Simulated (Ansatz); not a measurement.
`CO[CH2][ZnH]`. The species carries charge 0 and has multiplicity 1. Geometry: relaxed with PBE0-D4/def2-TZVP. It is one conformer, not always the lowest.

```xyz
10

C    -1.218    0.278    1.054
O    -0.653   -0.279   -0.100
C     0.712    0.069   -0.256
Zn    1.346   -0.784   -1.907
H    -2.262   -0.035    1.102
H    -0.699   -0.067    1.960
H    -1.174    1.376    1.032
H     1.294   -0.263    0.620
H     0.824    1.165   -0.299
H     1.831   -1.460   -3.206
```

Problem. What is the dipole moment at PBE/def2-TZVPP? (Best estimate.)

Solution. Computed: 1.29 D, with components (0.39, 0.75, 0.97) D in this frame, pointing from negative to positive charge.

Problem. And with r2SCAN, B3LYP, ωB97M-V? (Estimate.)

Solution. Ansatz gave: r2SCAN 1.32 D, B3LYP 1.37 D, ωB97M-V 1.34 D.

Problem. Give the Mulliken charges with PBE, B3LYP, r2SCAN in def2-TZVPP. (Estimate.)

Solution. Computed: 
| atom | PBE | B3LYP | r2SCAN |
| --- | --- | --- | --- |
| C1 | -0.12 | -0.10 | 0.03 |
| O2 | -0.27 | -0.34 | -0.33 |
| C3 | -0.09 | -0.10 | -0.06 |
| Zn4 | 0.19 | 0.26 | 0.27 |
| H5 | 0.10 | 0.11 | 0.06 |
| H6 | 0.07 | 0.08 | 0.04 |
| H7 | 0.07 | 0.08 | 0.04 |
| H8 | 0.08 | 0.08 | 0.05 |
| H9 | 0.08 | 0.08 | 0.05 |
| H10 | -0.10 | -0.13 | -0.14 |

B3LYP here is the variant with VWN-RPA as its local correlation; programs differ in this.
